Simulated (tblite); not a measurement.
Run record: tight-binding relaxation, `C1[SiH2]C[C@@H](OC2CC2)[Se]1`.

Computed with GFN2-xTB geometry optimisation, gas phase (tblite 0.8.0). Start geometry: from a force field or distance geometry. The input is one job of a driver script: a line of settings, then coordinates in Å.

Command:
```bash
OMP_NUM_THREADS=1 python probes_run.py task.json out
```

Input:
```
{"job": {"kind": "relax", "xc": "GFN2-xTB", "basis": "xTB"}, "charge": 0, "multiplicity": 1}
C      2.459900     1.100600    -1.215500
Si     2.267500     1.015700     0.614300
C      1.551300    -0.659700     0.918100
C      0.529600    -0.945800    -0.143800
O     -0.551600    -0.117500    -0.166700
C     -1.798400    -0.735200    -0.117600
C     -2.764300     0.098500     0.703200
C     -2.996500    -0.094700    -0.746700
Se     1.567500    -0.562900    -1.756200
H      3.499700     1.084700    -1.559300
H      1.886900     1.985900    -1.607700
H      3.594500     1.174400     1.241100
H      1.340800     2.072900     1.055800
H      2.399300    -1.390500     0.876000
H      1.069500    -0.744900     1.935100
H      0.269900    -2.030100    -0.048400
H     -1.858100    -1.829500    -0.038700
H     -3.355200    -0.431400     1.485100
H     -2.412200     1.097800     1.044200
H     -3.867500    -0.767500    -0.980900
H     -2.842000     0.696100    -1.492000
```

Output:
```
step      E/eV     max force
  0    -758.31864    2.418
  1    -758.64246    1.372
  2    -758.75974    0.729
  3    -758.83490    0.536
  4    -758.88547    0.443
  5    -758.91360    0.358
  6    -758.93937    0.358
  7    -758.95894    0.304
  8    -758.97554    0.297
  9    -758.98975    0.235
... (120 lines left out)
130    -759.20052    0.043
131    -759.20072    0.036
132    -759.20089    0.027
133    -759.20104    0.025
134    -759.20115    0.021
135    -759.20121    0.016
136    -759.20125    0.014
137    -759.20129    0.012
138    -759.20132    0.012
139    -759.20135    0.009
```

«max force» is the largest atomic force in eV/Å.

Problem. From which step on does the largest force stay under 0.1 eV/Å, and how much energy is left to gain from there?

Solution. From step 72 (0.094 eV/Å), 31.3 meV above the end.

In short: energy lowered by 20.4 kcal/mol over 139 steps; largest atomic force 0.009 eV/Å at the end.

Problem. Where do the atoms end?

Solution. 0.685 Å rms from the input after alignment:
```
atom  x, y, z in Å
C1     1.6741    1.0855   -1.2282
Si2    2.1281    1.0266    0.6316
C3     1.8321   -0.8199    0.9885
C4     0.5992   -1.1731    0.1860
O5    -0.4453   -0.4099    0.6816
C6    -1.7124   -0.7202    0.1844
C7    -2.8099    0.2496    0.4743
C8    -2.2935    0.1050   -0.9278
Se9    0.9915   -0.6939   -1.7299
H10    2.5263    1.2881   -1.8745
H11    0.8979    1.8159   -1.4533
H12    3.5422    1.3585    0.8243
H13    1.2367    1.8847    1.4098
H14    2.6704   -1.4331    0.6597
H15    1.6484   -1.0335    2.0403
H16    0.3540   -2.2463    0.1796
H17   -1.9297   -1.7868    0.2038
H18   -3.7861   -0.1408    0.7169
H19   -2.5391    1.1412    1.0173
H20   -2.9053   -0.3883   -1.6664
H21   -1.6883    0.9079   -1.3185
```

Problem. Estimate the wall time. Hardware: an Arm Neoverse N1 with one thread (shared host).

Solution. About 2.4 s.
Labels such as C1 count atoms from 1, the log's own numbers from 0.
